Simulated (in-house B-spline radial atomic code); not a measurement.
Settings and results of a run for Ti VI (Ti5+). Computed with a B-spline radial code for spherical atoms: non-relativistic SCAN, spin-polarised, spherical fractional occupations, point nucleus.

Command:
```bash
python run_scf.py task.json out
```
Settings:
```
Z                22
configuration    [Ne] 3s2 3p5
hamiltonian      nr
method           scan,scan
spin_polarised   True
```

Output (hartree, bohr):
```
 radial grid: 44 intervals, B-splines of order 8, outer radius 12.1053 bohr

 iter        energy (Eh)    residual
    1        -842.370948    4.36e-02
    2        -842.374069    1.58e-03
    3        -842.374076    8.30e-04
    4        -842.374077    4.37e-04
    5        -842.374078    2.38e-05
    6        -842.374078    4.26e-06
    7        -842.374078    4.58e-07
    8        -842.374078    1.04e-07

 total energy                      -842.37408
 kinetic                             841.7494
 electron-nucleus                  -1945.7047
 Hartree                             301.3103
 exchange-correlation                -39.7291

 orbital      occ     eigenvalue          <r>       <r^2>       <1/r>       r_max
 1s up      1.000      -181.4913     0.070198  0.00661494     21.5202     0.04615
 1s down    1.000      -181.4699    0.0701918  0.00661373     21.5217     0.04614
 2s up      1.000       -22.7895     0.326159    0.125725     4.51778      0.2707
 2s down    1.000       -22.7787     0.326109    0.125634     4.51636      0.2708
 2p up      3.000       -19.4960      0.28997    0.103591     4.43937      0.2204
 2p down    3.000       -19.4739     0.290005    0.103569      4.4377      0.2206
 3s up      1.000        -5.0470     0.959728     1.05148     1.46017      0.8532
 3s down    1.000        -4.9642     0.963421     1.06005     1.45365      0.8548
 3p up      3.000        -4.1172     0.995215     1.14594     1.36636      0.8691
 3p down    2.000        -4.0360     0.999927     1.15785     1.36046      0.8708
```

Run time, properties included: 0.23 s on 1 thread of Arm Neoverse N1 (shared host).
